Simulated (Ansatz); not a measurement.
Pulling on the Si1–H2 bond in H3NSi (SMILES N[SiH]) (multiplicity 1 held, fragments rigid). Energies count from the point at 1.530 Å.
Geometry at that point (charge 0, multiplicity 1):
```xyz
5

Si    -0.24475     0.39104     0.51000
H     -0.58600     1.47386    -0.51531
N      0.39778    -0.68955    -0.65445
H      0.46314    -0.52839    -1.64843
H      0.76485    -1.59314    -0.39510
```

Restricted levels (R-, RO-) in cc, def2 and unpolarised 6-31G sets keep to the state of the molecule at rest. Active spaces are followed from a long bond inwards. Levels need not reach the same state.

Cores are frozen in the correlated methods.

Run with Ansatz (a program for electronic structure). Each number belongs to the level named beside it.

Problem. Predict the energy at R = 4.895 Å from R-B3LYP/cc-pV(T+d)Z.

Solution. 104.8 kcal/mol

Problem. What energy at R = 4.895 Å does R-PBE/cc-pV(T+d)Z give?

Solution. 95.7 kcal/mol

Problem. What is the computed energy at R = 4.895 Å (FIC-NEVPT4(SD) on CASSCF(2,2)/cc-pV(T+d)Z)?

Solution. 76.8 kcal/mol

Doubts at one or more of the structures used: a restricted determinant that unrestricted orbitals would lower (R-PBE/cc-pV(T+d)Z, R-B3LYP/cc-pV(T+d)Z).
